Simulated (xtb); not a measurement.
C2H7Al, SMILES [AlH2][CH2]C. All values are semi-empirical tight-binding results from xtb (GFN2-xTB unless named), good for trends rather than for accurate numbers. Geometry optimised at GFN2-xTB.

Optimised geometry:

```xyz
10

Al    -0.6662     0.8798     0.5608
H     -1.1277     1.5079     1.9008
H     -1.2839     1.5374    -0.7032
C      0.5993    -0.6512     0.3209
C      0.6164    -0.9305    -1.1960
H      0.3130    -1.5707     0.8516
H      1.6268    -0.4445     0.6551
H      0.9021    -0.0320    -1.7464
H     -0.3777    -1.2181    -1.5422
H      1.3137    -1.7269    -1.4552
```
Charge 0, spin multiplicity 1.

For metal compounds this method's bond lengths and energies can be far off.

Computed properties:
```
Item                                           Value
-------------------------------------  -------------
orbital gap                                  4.53 eV
zero-point energy                      46.7 kcal/mol
G − E(el) at 298.15 K (modified RRHO)  28.8 kcal/mol
```

Give the atomic charges and the Wiberg bond orders between heavy atoms. (Estimate from the structure and the level; the computed values follow.)

charges (e) Al1 0.36, H2 -0.16, H3 -0.16, C4 -0.17, C5 -0.10, H6 0.05, H7 0.05, H8 0.05, H9 0.04, H10 0.04. Bond orders Al1–C4 1.02, C4–C5 0.98.
